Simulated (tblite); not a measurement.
Compound: C₆H₁₄O.
SMILES with atom numbers: `[CH3:1][CH2:2][CH2:3][O:4][CH:5]([CH3:6])[CH3:7]` (hydrogens: H8, H9, H10 on C1; H11, H12 on C2; H13, H14 on C3; H15 on C5; H16, H17, H18 on C6; H19, H20, H21 on C7)

Computed with GFN2-xTB (tblite), gas phase: nudged elastic band of 9 images (0 to 8), spring 0.2 eV/Å², climbing image at the end, force threshold 0.05 eV/Å. The top image wasn't refined or checked by frequencies; at this threshold it can lie a kcal/mol or more above the true saddle point of the method.

The band describes a rotation about C2–C3 (chain CH2 carbon, sp3 carbon bound to oxygen), followed by the dihedral C1–C2–C3–O4, from the optimised start (-179°) to a second optimised geometry at -65°.

**Question.** Give the energy profile along the converged band.

**Answer.** 
```csv
image,dihedral (°),E (eV),C2–C3 (Å),C1···O4 (Å),largest true force (eV/Å)
0,-179,0.000,1.525,3.74,0.01
1,-165,0.015,1.527,3.72,0.04
2,-151,0.043,1.530,3.68,0.05
3,-137,0.073,1.534,3.61,0.04
4,-122,0.088,1.535,3.51,0.04
5,-108,0.079,1.534,3.38,0.04
6,-94,0.052,1.531,3.24,0.05
7,-80,0.021,1.528,3.09,0.05
8,-65,0.004,1.526,2.94,0.01
```

Barriers of this band. The top is image 4 at -122°: 0.088 eV forward and 0.084 eV back; the end lies 0.004 eV above the start. The central bond is 0.010 Å longer at the top than at the start.

**Question.** What rate follows at 298 K for crossing this barrier forward?

**Answer.** Taking the electronic barrier for the free energy of activation (no zero-point or entropy terms, transmission 1), rate = (kT/h)·exp(−ΔE/kT) ≈ 2 × 10^11 s⁻¹, whose inverse is 5 × 10^-12 s. An error of 1 kcal/mol in the barrier changes this by a factor of 5, and the method and the loose band can each miss by that much or more. The barrier is only 3.4 kT, where transition-state theory is rough.

**Question.** How long is the path, and how are the images spaced?

**Answer.** Cartesian distances between aligned neighbours (all atoms, Å): 0.77, 0.73, 0.73, 0.74, 0.74, 0.74, 0.75, 0.86; the sum is 6.08 Å, and the top lies 49 % of the way along.

The cost below is that of the whole band run. Rough CPU time on one thread of a shared machine: about 6 s.
